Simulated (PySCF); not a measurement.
TDDFT excited states: C3H6F2O3Si

Compound: C3H6F2O3Si.
SMILES: `FC(F)O[C@@H]1O[C@@H]1O[SiH3]`

Method used: TDDFT wB97X-D/def2-SVPD, vertical, gas phase, core orbitals frozen in the response (PySCF). Isolated species at its GFN2-xTB geometry (one conformer only). Torsions of this conformer, `[F:1][CH:2]([F:3])[O:4][C@@H:5]1[O:6][C@@H:7]1[O:8][SiH3:9]`: F1–C2–O4–C5 172°, C2–O4–C5–O6 -64°, O6–C7–O8–Si9 -10°.

```csv
state,E (eV),ν̃ (cm⁻¹),f,"main configurations (H = HOMO, L = LUMO)"
S1,7.54,60850,0.0017,H→L (80%)
S2,8.27,66680,0.019,"H→L+1 (69%), H→L+2 (13%)"
S3,8.48,68390,0.0022,"H→L+2 (46%), H→L+3 (16%), H-1→L (11%)"
S4,8.52,68710,0.021,"H-1→L (41%), H-2→L (26%), H→L+2 (15%)"
S5,8.62,69540,0.036,"H→L+3 (36%), H→L+4 (23%), H→L+2 (15%)"
S6,8.88,71590,0.054,"H→L+5 (27%), H→L+4 (20%), H→L+3 (16%)"
S7,9.05,72960,0.014,"H→L+6 (43%), H→L+5 (15%)"
S8,9.14,73710,0.036,"H-2→L (24%), H-4→L (18%), H-1→L (14%)"
```

Triplets (Tamm–Dancoff): T1 7.28 eV, H→L (74%); T2 8.03 eV, H-1→L (45%), H-2→L (32%); T3 8.11 eV, H→L+1 (34%), H→L+9 (14%).

The lowest singlet comes at 164 nm (728 kJ/mol) in the vacuum ultraviolet; it is very weak; its leading configuration is HOMO→LUMO (80%). The strongest level in the table is S6 at 8.88 eV (140 nm, f = 0.054). Löwdin shares by element: HOMO oxygen 43% or more, carbon 28% or more (atoms not listed hold the other 29%); LUMO silicon 45%, hydrogen 36% or more (atoms not listed hold the other 19%). The oscillator strengths of these states sum to 0.184; summed over the whole spectrum of an exact calculation they would give the number of electrons, 80 (Thomas–Reiche–Kuhn). Of the 8 states listed, 6 reach f = 0.01 and none stays under 0.0005. Orbital energies (eV): HOMO-3 -11.80, HOMO-2 -11.59, HOMO-1 -11.46, HOMO -10.08, LUMO 1.94, LUMO+1 2.12, LUMO+2 2.56. The window holds the lowest 8 singlets.
